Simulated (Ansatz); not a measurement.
## Ansatz (development build ahead of 0.2.0) run

```yaml
crystal:
  periodic: [false, false, false]
  atoms:
    - { symbol: Mn, position_ang: [0.0, 0.0, 0.0] }
    - { symbol: O, position_ang: [1.45009, 0.0, 0.67619] }
    - { symbol: O, position_ang: [-1.45009, 0.0, 0.67619] }
basis:
  gaussian: { orbitals: def2-SVP }
magnetization:
  spin_polarized: true
  initial_magnetization: 3
hamiltonian:
  xc: hf
scf:
  omitted_lower_state_checks: [starts, atomic_configurations, cluster_reference, orbital_swaps, given_window_search, neighbouring_geometries, increment]
output:
  forces: true
```

The input is written out in the form of the current development build from the run's settings.

Output:

```json
{
 "Converged": "yes",
 "Total energy": "-1299.14876 hartree",
 "Spin squared of the determinant": "5.467",
 "Stability test": "minimum"
}
```

Forces (eV/Å):
```json
{"atom": "Mn1", "Fx": "0.000", "Fy": "0.000", "Fz": "-6.729"}
{"atom": "O2", "Fx": "8.282", "Fy": "0.000", "Fz": "3.365"}
{"atom": "O3", "Fx": "-8.282", "Fy": "0.000", "Fz": "3.365"}
```

Caution: another spin multiplicity may lie lower; the unrestricted determinant is a mixture of spin states.
